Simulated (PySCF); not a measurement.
A PySCF script (with the pyscf-properties extension) for the NMR shieldings of `InChI=1S/C3H12FPSi2/c1-3(2)7(4)6-5/h3,7H,5-6H2,1-2H3/t7-/m1/s1`, on a GFN2-xTB geometry:

```python
import basis_set_exchange as bse
import numpy as np
from pyscf import gto, dft
from pyscf.prop import nmr

atoms = """
C    -1.941617   -0.354019    1.146135
C    -1.380498    0.671561    0.164879
C    -1.754462    0.292564   -1.267469
Si    0.510767    0.863130    0.365870
F     0.936718    2.067669   -0.638848
Si    1.711593   -1.030653   -0.240784
P     3.942722   -0.826862   -0.219116
H    -1.714945   -0.074811    2.172492
H    -1.514743   -1.337428    0.957001
H    -3.023281   -0.428666    1.045367
H    -1.849041    1.637655    0.383974
H    -1.362708    1.021190   -1.973814
H    -1.353433   -0.687141   -1.522872
H    -2.837128    0.255853   -1.382943
H     0.811887    1.467740    1.667482
H     1.406845   -1.524000   -1.593416
H     1.427171   -2.140705    0.682103
H     4.007299   -0.288483    1.054965
H     3.967049    0.424658   -0.808466
"""
names = dict.fromkeys(["C", "Si", "F", "P", "H"], "pcSseg-1")
basis = {el: gto.basis.parse(bse.get_basis(n, elements=[el], fmt="nwchem")) for el, n in names.items()}
mol = gto.M(atom=atoms, basis=basis, charge=0, verbose=0)
mf = dft.RKS(mol, xc="PBE0")
mf.grids.level = 2
mf.grids.alignment = dft.numint.BLKSIZE   # the property module wants whole blocks of grid points
mf.conv_tol = 1e-9
mf.kernel()

calc = nmr.RKS(mf)   # GIAO
C = mf.mo_coeff
Co = C[:, mf.mo_occ > 0]
resp = mf.gen_response(singlet=True, hermi=2)
def vind(x):   # induced exchange potential for any number of trial vectors
    d = np.einsum("pi,xij,qj->xpq", C, 2 * x.reshape(-1, C.shape[1], Co.shape[1]), Co, optimize=True)
    return np.einsum("xpq,pi,qj->xij", resp(d - d.transpose(0, 2, 1)), C, Co, optimize=True).ravel()
mo1, _ = nmr.rhf.solve_mo1(calc, with_cphf=vind)
sigma = calc.kernel(mo1)
for i, s in enumerate(sigma):   # ppm
    w = np.linalg.eigvalsh((s + s.T) / 2)
    print("%2d %-2s iso %8.1f  s11 %8.1f  s22 %8.1f  s33 %8.1f" % (i, mol.atom_pure_symbol(i), w.mean(), *w))
```

Task: Give the expected output.

Result: 
```
 0 C  iso    170.0  s11    158.7  s22    163.2  s33    188.2
 1 C  iso    164.3  s11    155.3  s22    166.8  s33    170.7
 2 C  iso    166.8  s11    156.4  s22    159.0  s33    185.1
 3 Si iso    316.8  s11    265.8  s22    316.7  s33    368.0
 4 F  iso    404.6  s11    365.8  s22    403.6  s33    444.3
 5 Si iso    454.5  s11    430.4  s22    452.3  s33    480.7
 6 P  iso    640.2  s11    566.7  s22    610.1  s33    743.9
 7 H  iso     30.7  s11     26.1  s22     28.3  s33     37.7
 8 H  iso     31.2  s11     26.7  s22     30.8  s33     36.2
 9 H  iso     30.6  s11     26.3  s22     27.8  s33     37.6
10 H  iso     30.2  s11     26.7  s22     27.7  s33     36.3
11 H  iso     30.1  s11     25.2  s22     28.6  s33     36.4
12 H  iso     30.9  s11     26.5  s22     30.4  s33     35.9
13 H  iso     30.4  s11     25.9  s22     27.9  s33     37.6
14 H  iso     26.2  s11     23.5  s22     24.7  s33     30.3
15 H  iso     27.7  s11     22.9  s22     27.5  s33     32.8
16 H  iso     28.0  s11     23.4  s22     27.7  s33     33.0
17 H  iso     30.8  s11     25.4  s22     27.8  s33     39.1
18 H  iso     30.5  s11     24.8  s22     28.2  s33     38.4
```

These numbers come from an equivalent density-fitted implementation of the same equations, which agrees with the script to about 0.01 ppm for H and up to a few tenths of a ppm for heavy atoms, so last digits may differ.

Task: Turn these shieldings into chemical shifts. References, each an isolated molecule treated in the same way: $^{13}$C (σ = 186.93 ppm) and $^{29}$Si (σ = 349.16 ppm) and $^{1}$H (σ = 31.72 ppm) against TMS; $^{19}$F (σ = 170.95 ppm) vs CFCl3; H3PO4 for $^{31}$P (σ = 318.38 ppm).

Result: Averaging equivalent atoms: C 1: 22.7; C 2: 20.1; C 0: 16.9; Si 3: 32.4; Si 5: -105.3; F 4: -233.6; P 6: -321.8; H 14: 5.53; H 15: 4.00; H 16: 3.70; H 10: 1.49; H 11/12/13: 1.23; H 17/18: 1.09; H 7/8/9: 0.88 ppm. Unscaled 19F shifts against computed CFCl3 carry errors that often reach 10 to 50 ppm. Experimental scales use liquid or dissolved standards, which lie at an offset from isolated H3PO4.

Size and cost of the density-fitted run: 200 basis functions, 33 s wall time on 1 thread of an Intel Xeon Platinum 8488C, shared host; peak memory 0.91 GiB.
